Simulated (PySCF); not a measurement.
Correlation energy of Sr(19+) (strontium, charge +19)

[Ar] 3d1, 2D determinant. Calculation: PySCF 2.14, in an even-tempered Gaussian basis (19 s from 1.7 bohr⁻², ratio 2.5; 12 p from 2.2 bohr⁻², ratio 2.5; 8 d from 2.2 bohr⁻², ratio 2.5; 4 f from 7.7 bohr⁻², ratio 2.7; 3 g from 12 bohr⁻², ratio 2.7); scalar relativity by spin-free X2C-1e. Frozen: [Ne]; 9 electrons correlated; the 31 highest virtual orbitals of each spin left out.

| level | correlation energy (mhartree) |
| --- | --- |
| CCSD | -427.36 |
| (T) | -4.51 |
| CCSD(T) | -431.87 |

Diagnostics: T1 = 0.00080, D1 = 0.0016, largest double amplitude 0.037.

Spin-orbit coupling, absent here, splits the open shell strongly.

Cost of the coupled-cluster step: 170 s of wall time on 1 thread of Neoverse-N1 (shared host), for 9 correlated electrons.

At this charge the one-electron X2C treatment keeps the bare 1/r₁₂, with no two-electron picture change or Breit term. The effect here is smaller than on the frozen 1s shell; and a scalar Hamiltonian misses the large spin-orbit splitting of the p shells, which matters for ns² → np² pairs.
